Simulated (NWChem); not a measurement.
System: ZrBrF3; SMILES [F][Zr]([Br])([F])[F]

Input file for NWChem:

```
start job
memory heap 200 mb stack 900 mb global 1100 mb
geometry units angstroms noautosym nocenter noautoz
  Zr     0.000000     0.000000     0.612667
  F      1.742954     0.329708     1.259867
  F     -0.585942    -1.674297     1.259867
  F     -1.157013     1.344589     1.259867
  Br     0.000000     0.000000    -1.884865
end
basis spherical
  * library def2-svpd
end
ecp
  Zr library def2-ecp
end
dft
  xc xpbe96 cpbe96
  iterations 150
end
tddft
  cis
  nroots 6
  notriplet
end
task tddft energy
```

Parts of the log:

```
             Northwest Computational Chemistry Package (NWChem) 7.3.0
             --------------------------------------------------------

                             Geometry "geometry" -> ""
                             -------------------------

 Output coordinates in angstroms (scale by  1.889725989 to convert to a.u.)

  No.       Tag          Charge          X              Y              Z
 ---- ---------------- ---------- -------------- -------------- --------------
    1 Zr                  40.0000     0.00000000     0.00000000     0.61266700
    2 F                    9.0000     1.74295400     0.32970800     1.25986700
    3 F                    9.0000    -0.58594200    -1.67429700     1.25986700
    4 F                    9.0000    -1.15701300     1.34458900     1.25986700
    5 Br                  35.0000     0.00000000     0.00000000    -1.88486500

 Effective nuclear repulsion energy (a.u.)     779.6571086725

 Summary of "ao basis" -> "ao basis" (spherical)
 ------------------------------------------------------------------------------
       Tag                 Description            Shells   Functions and Types
 ---------------- ------------------------------  ------  ---------------------
 Zr                        def2-svpd                12       34   5s4p2d1f
 F                         def2-svpd                 9       23   4s3p2d
 Br                        def2-svpd                15       41   6s5p4d

            General Information
            -------------------
          SCF calculation type: DFT
          Wavefunction type:  closed shell.
          No. of atoms     :     5
          No. of electrons :    74
           Alpha electrons :    37
            Beta electrons :    37
          Charge           :     0
          Spin multiplicity:     1
          Use of symmetry is: off; symmetry adaption is: off
          Maximum number of iterations: 150
          AO basis - number of functions:   144
                     number of shells:    54
          Convergence on energy requested:  1.00D-06
          Convergence on density requested:  1.00D-05
          Convergence on gradient requested:  5.00D-04

              XC Information
              --------------
          PerdewBurkeErnzerhof Exchange Functional  1.000
            Perdew 1991 LDA Correlation Functional  1.000 local
           PerdewBurkeErnz. Correlation Functional  1.000 non-local

             Grid Information
             ----------------
          Grid used for XC integration:  medium
          Radial quadrature: Mura-Knowles
          Angular quadrature: Lebedev.
          Tag              B.-S. Rad. Rad. Pts. Rad. Cut. Ang. Pts.
          ---              ---------- --------- --------- ---------
          Zr                  1.55      123          12.0       590
          F                   0.50       49          13.0       434
          Br                  1.15      112          13.0       590
          Grid pruning is: on
          Number of quadrature shells:   382
          Spatial weights used:  Erf1

      Superposition of Atomic Density Guess
      -------------------------------------

 Sum of atomic energies:       -2923.47930243

      Non-variational initial energy
      ------------------------------

 Total energy =   -2916.360161
 1-e energy   =   -4793.144848
 2-e energy   =    1516.637786
 HOMO         =      -0.431238
 LUMO         =      -0.044035

   convergence    iter        energy       DeltaE   RMS-Dens  Diis-err
 ---------------- ----- ----------------- --------- --------- ---------
 d= 0,ls=0.0,diis     1  -2919.5547077508 -3.28D+03  3.69D-02  2.63D+00
 d= 0,ls=0.0,diis     2  -2913.1025001723  6.45D+00  2.68D-02  7.18D+01
 d= 0,ls=0.0,diis     3  -2919.8426835865 -6.74D+00  4.42D-03  6.30D-01
 d= 0,ls=0.0,diis     4  -2919.8899596763 -4.73D-02  2.36D-03  1.27D-01
 d= 0,ls=0.0,diis     5  -2919.9038693299 -1.39D-02  8.67D-04  1.27D-02
  Resetting Diis
 d= 0,ls=0.0,diis     6  -2919.9056285290 -1.76D-03  2.31D-04  9.51D-04
 d= 0,ls=0.0,diis     7  -2919.9057266142 -9.81D-05  1.72D-04  6.88D-05
 d= 0,ls=0.0,diis     8  -2919.9056897561  3.69D-05  1.16D-04  2.80D-04
 d= 0,ls=0.0,diis     9  -2919.9057400212 -5.03D-05  1.33D-05  5.04D-06
 d= 0,ls=0.0,diis    10  -2919.9057403618 -3.41D-07  4.33D-06  1.07D-06

[...]

                                NWChem TDDFT Module
                                -------------------

            General Information
            -------------------
           No. of orbitals :     288
            Alpha orbitals :     144
             Beta orbitals :     144
        Alpha frozen cores :       0
         Beta frozen cores :       0
     Alpha frozen virtuals :       0
      Beta frozen virtuals :       0
         Spin multiplicity :       1
    Number of AO functions :     144
        Use of symmetry is : off
      Symmetry adaption is : off
         Schwarz screening :  0.10D-07

              XC Information
              --------------
   PerdewBurkeErnzerhof Exchange Functional   1.00
     Perdew 1991 LDA Correlation Functional   1.00 local
    PerdewBurkeErnz. Correlation Functional   1.00 non-local

             TDDFT Information
             -----------------
          Calculation type : Tamm-Dancoff TDDFT
         Wavefunction type : Restricted singlets
          No. of electrons :      74
           Alpha electrons :      37
            Beta electrons :      37
              No. of roots :       6
          Max subspacesize :    5200
            Max iterations :     100
               Target root :       1
           Target symmetry : none
      Symmetry restriction : off
                 Algorithm : Optimal
        Davidson threshold :  0.10D-03

    6 smallest eigenvalue differences (eV)
--------------------------------------------------------
  No. Spin  Occ  Vir  Irrep   E(Occ)    E(Vir)   E(Diff)
--------------------------------------------------------
    1    1   37   38 a        -0.294    -0.105     5.150
    2    1   36   38 a        -0.294    -0.105     5.150
    3    1   37   39 a        -0.294    -0.105     5.150
    4    1   36   39 a        -0.294    -0.105     5.150
    5    1   37   40 a        -0.294    -0.078     5.884
    6    1   36   40 a        -0.294    -0.078     5.884
--------------------------------------------------------

  Entering Davidson iterations
  Restricted singlet excited states

  Iter   NTrls   NConv    DeltaV     DeltaE      Time
  ----  ------  ------  ---------  ---------  ---------
    1      6       0     0.16E+00   0.10+100       10.8
    2     12       0     0.80E-01   0.41E-01       10.7
    3     18       1     0.39E-01   0.64E-02       10.8
    4     23       1     0.11E-01   0.12E-02       10.3
    5     28       5     0.33E-02   0.18E-03       10.3
    6     29       5     0.35E-03   0.91E-05        8.0
    7     30       6     0.81E-04   0.97E-07        7.8
  ----  ------  ------  ---------  ---------  ---------
  Convergence criterion met

  Ground state a       -2919.905740361773 a.u.

  ----------------------------------------------------------------------------
  Root   1 singlet a              0.189214131 a.u.                5.1488 eV
  ----------------------------------------------------------------------------
     Transition Moments    X  0.00000   Y  0.00000   Z -0.00000
     Dipole Oscillator Strength                    0.0000000000
     Electric Quadrupole                           0.0000000000
     Magnetic Dipole                               0.0000001201
     Total Oscillator Strength                     0.0000001201

     Occ.   36  a   ---  Virt.   38  a        0.70555
     Occ.   37  a   ---  Virt.   39  a        0.70550
  ----------------------------------------------------------------------------
  Root   2 singlet a              0.192433846 a.u.                5.2364 eV
  ----------------------------------------------------------------------------
     Transition Moments    X -0.07247   Y -0.05339   Z -0.00001
     Dipole Oscillator Strength                    0.0010394864
     Electric Quadrupole                           0.0000000008
     Magnetic Dipole                               0.0000000219
     Total Oscillator Strength                     0.0010395090

     Occ.   36  a   ---  Virt.   38  a       -0.43957
     Occ.   36  a   ---  Virt.   39  a        0.55230
     Occ.   37  a   ---  Virt.   38  a        0.55230
     Occ.   37  a   ---  Virt.   39  a        0.43960
  ----------------------------------------------------------------------------
  Root   3 singlet a              0.192433921 a.u.                5.2364 eV
  ----------------------------------------------------------------------------
     Transition Moments    X -0.05340   Y  0.07247   Z -0.00001
     Dipole Oscillator Strength                    0.0010394444
     Electric Quadrupole                           0.0000000008
     Magnetic Dipole                               0.0000000219
     Total Oscillator Strength                     0.0010394670

     Occ.   36  a   ---  Virt.   38  a        0.55228
     Occ.   36  a   ---  Virt.   39  a        0.43958
     Occ.   37  a   ---  Virt.   38  a        0.43959
     Occ.   37  a   ---  Virt.   39  a       -0.55232
  ----------------------------------------------------------------------------
  Root   4 singlet a              0.212561319 a.u.                5.7841 eV
  ----------------------------------------------------------------------------
     Transition Moments    X  0.00000   Y -0.00000   Z  0.66631
     Dipole Oscillator Strength                    0.0629138222
     Electric Quadrupole                           0.0000000440
     Magnetic Dipole                               0.0000000000
     Total Oscillator Strength                     0.0629138662

[...]
```

Level: PBE/def2-SVPD with def2 effective core potentials on Zr, TDA. All runs use the structure optimised with PBE0/def2-SVP. No frequency run checked for a minimum. def2 effective core potentials on Zr; no spin-orbit coupling.
